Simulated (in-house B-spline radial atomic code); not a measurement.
Checks on a self-consistent run for Zr VIII (Zr7+), [Ar] (3d3/2)3 (3d5/2)6 4s2 4p4. Computed with a radial B-spline atomic code at the basis-set limit: Dirac-Hartree-Fock, average of the jj configuration, Fermi nucleus of rms radius 4.2694 fm.

```tsv
orbital	q	ε (Eh)	<1/r>	<r²>	small-component weight
1s1/2	2	-670.42173	41.2593	0.00185174	0.021218
2s1/2	2	-99.75107	9.37323	0.0309304	0.004338
2p1/2	2	-91.36523	9.3133	0.0235646	0.0043102
2p3/2	4	-88.25019	8.91145	0.0249694	0.0041794
3s1/2	2	-21.20746	3.21323	0.23243	0.0011567
3p1/2	2	-17.93531	3.09601	0.233362	0.0010932
3p3/2	4	-17.52263	3.01041	0.242604	0.0010669
3d3/2	3	-12.01309	2.81167	0.229183	0.00095037
3d5/2	6	-11.93713	2.78865	0.232131	0.00094151
4s1/2	2	-6.06727	1.21308	1.39325	0.00027728
4p1/2	1.3333	-5.08451	1.12939	1.58385	0.00024972
4p3/2	2.6667	-5.00028	1.10788	1.63066	0.00024451
```

Electron-electron repulsion V_ee = 1213.3172 hartree.

Q: What total energy follows from the eigenvalues?

A: The eigenvalues count the repulsion twice, so E = Σqε - V_ee = -2364.363 - 1213.317 = -3577.680 hartree; the run printed -3577.680.

Q: Does the Dirac virial theorem hold?

A: For a point nucleus E = -2c²Σq·w, with w the small-component weight. Here Σq·w = 0.095256 and c = 137.0360, so the ratio E/(-2c²Σq·w) is 1.000022; the finite nucleus accounts for the departure from 1.

Q: What diamagnetic shielding (Lamb formula) and susceptibility (Langevin formula) do the radii give?

A: σ = (α²/3)Σq<1/r> = 212.251/(3·137.036²) = 3767.5 ppm, and χ = -0.79199×10⁻⁶·Σq<r²> = -10.65×10⁻⁶ cm³/mol with Σq<r²> = 13.442 bohr². Both are non-relativistic formulas without the paramagnetism of open shells.
